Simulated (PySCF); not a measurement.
Al(F)2(NH2) (AlF₂H₂N), SMILES [NH2][Al]([F])[F]. Atoms are numbered in the order given.

```xyz
6

Al     0.0000     0.0000    -0.0408
F      0.0000     1.4210    -0.8885
F      0.0000    -1.4210    -0.8885
N      0.0000     0.0000     1.7079
H      0.0000    -0.8331     2.2838
H      0.0000     0.8331     2.2838
```
Charge 0, spin multiplicity 1.

Geometry: PBE0-D3(BJ)/def2-SVP. The values are those of a single conformer.

Level of theory: TDDFT-ωB97X/def2-SVPD run with PySCF 2.14.0.

Vertical excitations. The molecule is in vacuum. State labels are in the subgroup C2v.

```json
[
 {"state": "S1", "symmetry": "B1", "energy (eV)": "6.32", "λ (nm)": "196", "f": "0.079", "main pairs": "HOMO→LUMO 91 %"},
 {"state": "S2", "symmetry": "A1", "energy (eV)": "8.28", "λ (nm)": "150", "f": "0.099", "main pairs": "HOMO→LUMO+1 95 %"},
 {"state": "S3", "symmetry": "B1", "energy (eV)": "8.33", "λ (nm)": "149", "f": "0.003", "main pairs": "HOMO→LUMO+2 87 %"},
 {"state": "S4", "symmetry": "A2", "energy (eV)": "8.99", "λ (nm)": "138", "f": "0.000", "main pairs": "HOMO→LUMO+3 82 %"},
 {"state": "S5", "symmetry": "A2", "energy (eV)": "9.13", "λ (nm)": "136", "f": "0.000", "main pairs": "HOMO→LUMO+5 69 %, HOMO→LUMO+10 17 %"},
 {"state": "S6", "symmetry": "B2", "energy (eV)": "9.40", "λ (nm)": "132", "f": "0.018", "main pairs": "HOMO−1→LUMO 82 %"},
 {"state": "S7", "symmetry": "A2", "energy (eV)": "9.61", "λ (nm)": "129", "f": "0.000", "main pairs": "HOMO−3→LUMO 80 %, HOMO−3→LUMO+2 12 %"},
 {"state": "S8", "symmetry": "A1", "energy (eV)": "9.72", "λ (nm)": "128", "f": "0.256", "main pairs": "HOMO−2→LUMO 80 %"},
 {"state": "S9", "symmetry": "B1", "energy (eV)": "10.11", "λ (nm)": "123", "f": "0.132", "main pairs": "HOMO−4→LUMO 52 %, HOMO→LUMO+4 27 %"},
 {"state": "S10", "symmetry": "B1", "energy (eV)": "10.17", "λ (nm)": "122", "f": "0.033", "main pairs": "HOMO→LUMO+4 49 %, HOMO−4→LUMO 29 %"},
 {"state": "T1", "symmetry": "B1", "energy (eV)": "6.03", "λ (nm)": "206", "f": "0", "main pairs": "HOMO→LUMO 87 %"},
 {"state": "T2", "symmetry": "A1", "energy (eV)": "7.32", "λ (nm)": "169", "f": "0", "main pairs": "HOMO→LUMO+1 93 %"},
 {"state": "T3", "symmetry": "B1", "energy (eV)": "8.19", "λ (nm)": "151", "f": "0", "main pairs": "HOMO→LUMO+2 83 %"},
 {"state": "T4", "symmetry": "A2", "energy (eV)": "8.94", "λ (nm)": "139", "f": "0", "main pairs": "HOMO→LUMO+5 70 %, HOMO→LUMO+10 26 %"}
]
```
Triplets are in the Tamm–Dancoff approximation, which puts them higher than full response would, so one can lie above its singlet here.
